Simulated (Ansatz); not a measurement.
C2H9BN2 can be A, `CNBCN`, or B, `CCNBN`.

Calculated with Ansatz (gas phase, PBE0-D4/def2-TZVP geometries, no zero-point term in ΔE). CCSD(T)/CBS adds triple-zeta CCSD(T) − MP2 to the extrapolated MP2 energy (def2 sets, frozen cores). DFT in def2-TZVPP. B3LYP here is the variant with VWN-RPA as its local correlation; programs differ in this. Each species was taken in one conformer, which may not be the lowest.

Question: Which is lower in electronic energy at CCSD(T)/CBS, and by how much? (Best estimate.)

Answer: Computed: B, by 34.4 kcal/mol.

Question: Give E(B) − E(A) in kcal/mol with B3LYP-D4, CCSD/def2-TZVPP, HF/def2-TZVPP, ωB97M-V, r2SCAN-D4, PBE-D4, B2PLYP. (Estimate.)

Answer: Ansatz gave: B3LYP-D4 -34.5, CCSD/def2-TZVPP -34.3, HF/def2-TZVPP -35.4, ωB97M-V -34.5, r2SCAN-D4 -35.1, PBE-D4 -33.4, B2PLYP -34.8. None reverses the order clearly.

Largest T1 diagnostic: 0.011.

From PBE to PBE0 (25 % exact exchange), in def2-TZVPP and without D4, E(B) − E(A) moves by −0.8 kcal/mol.
